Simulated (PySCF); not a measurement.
Be(Et)(SiH3) (C2H8BeSi), SMILES [Be]([SiH3])[CH2]C. Atoms are numbered in the order given.

```xyz
12

Be     0.2438    -0.2091    -0.0146
C     -0.1903    -1.2031    -1.3036
C     -1.5139    -0.8930    -2.0156
H     -0.2023    -2.2494    -0.9356
H      0.6400    -1.1867    -2.0387
H     -1.5217     0.1221    -2.4447
H     -2.3739    -0.9536    -1.3290
H     -1.7183    -1.5909    -2.8444
Si     0.8222     1.0744     1.6621
H      0.3604     0.5320     2.9836
H      0.2453     2.4556     1.5448
H      2.3103     1.2428     1.7675
```

The structure is a stationary point at PBE0-D3(BJ)/def2-SVP. The structure was generated by enumeration; whether it is a known compound was not checked. One conformer was computed; it need not be the lowest.

These are PBE/pcSseg-1 (PySCF) values and carry that method's errors.

GIAO shieldings, no solvent; atoms alike by connectivity are averaged. δ = σ(ref) − σ: ¹³C against TMS (σ = 182.0 ppm); ¹H against TMS (σ = 31.49 ppm); ²⁹Si against TMS (σ = 335.4 ppm), references at their B3LYP-D3(BJ)/def2-TZVP geometries, non-relativistic.

Question: Estimate the chemical shifts. (An estimate is asked for; the answer gives what the named calculation found.)

Answer: 
```tsv
nucleus	atoms	count	δ (ppm)
¹³C	C2	1	13.9
¹³C	C3	1	9.6
¹H	H10, H11, H12	3	3.19
¹H	H6, H7, H8	3	1.32
¹H	H4, H5	2	0.49
²⁹Si	Si9	1	-151.6
```
